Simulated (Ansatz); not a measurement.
One change: `C[Se][InH][Cl]` becomes `[Cl][InH][SeH]`.

Ansatz, PBE0-D4/def2-TZVP geometries, multiplicity 1. Each molecule was computed in one conformer, which needn't be the lowest.

Elements past krypton have def2 core potentials. Scalar relativity is left out up to krypton.

```tsv
property	`C[Se][InH][Cl]`
HOMO–LUMO gap (B3LYP/def2-TZVPP) / eV	4.93
HOMO energy (PBE/def2-TZVPP) / eV	-5.91
HOMO–LUMO gap (ωB97M-V/def2-TZVPP) / eV	9.01
HOMO energy (B3LYP/def2-TZVPP) / eV	-6.77
HOMO energy (PBE0/def2-TZVPP) / eV	-6.99
LUMO energy (PBE0/def2-TZVPP) / eV	-1.60
```

What does the change do to each property? (An estimate is asked.)

The calculation gave: 
```tsv
property	`[Cl][InH][SeH]`	shift
HOMO–LUMO gap (B3LYP/def2-TZVPP) / eV	5.31	0.38
HOMO energy (PBE/def2-TZVPP) / eV	-6.40	-0.49
HOMO–LUMO gap (ωB97M-V/def2-TZVPP) / eV	9.46	0.45
HOMO energy (B3LYP/def2-TZVPP) / eV	-7.28	-0.51
HOMO energy (PBE0/def2-TZVPP) / eV	-7.52	-0.53
LUMO energy (PBE0/def2-TZVPP) / eV	-1.72	-0.12
```

With PBE0 the HOMO falls by 0.53 eV and the LUMO falls by 0.12 eV, so the gap widens by about 0.41 eV. PBE moves the HOMO by -0.49 eV and ωB97M-V by -0.54 eV.

B3LYP here is the variant with VWN-RPA as its local correlation; programs differ in this.

Spin–orbit coupling is left out; it splits and shifts lone-pair levels of the heavy atoms by tenths of an eV.
